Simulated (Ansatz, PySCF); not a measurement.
BBr2, SMILES Br[B]Br (connectivity only; charge and spin as stated), charge +1, multiplicity 1. Atoms are numbered in the order given.

```xyz
3

Br     0.0000     0.0000    -1.7665
B      0.0000     0.0000     0.0000
Br     0.0000     0.0000     1.7665
```
Charge +1, spin multiplicity 1.

The structure is a stationary point at B3LYP-D3(BJ)/def2-TZVP. The spin state was assumed, not searched. The isomer is the one that the SMILES or the coordinates give; other isomers of the formula were not compared.

Two levels are set side by side: PBE-D3(BJ)/def2-TZVP (Ansatz, a program for electronic structure) and B3LYP-D3(BJ)/def2-TZVP (Ansatz). Each level has its own optimised geometry; the coordinates shown are those of the second. Frequencies come from the Hessian of PySCF at each geometry. Differences are taken from unrounded values.

| quantity | B3LYP-D3(BJ) | PBE-D3(BJ) | PBE-D3(BJ) minus B3LYP-D3(BJ) |
|---|---|---|---|
| mean bond length (Å) | 1.767 | 1.771 | 0.005 |
| bond Br1–B2 (Å) | 1.767 | 1.771 | 0.005 |
| bond B2–Br3 (Å) | 1.767 | 1.771 | 0.005 |
| highest harmonic wavenumber (cm⁻¹) | 1261 | 1255 | -6 |
| mean harmonic wavenumber (cm⁻¹) | 537 | 530 | -7 |
| zero-point energy (kcal/mol) | 3.07 | 3.03 | -0.04 |

On these quantities the two levels nearly agree.
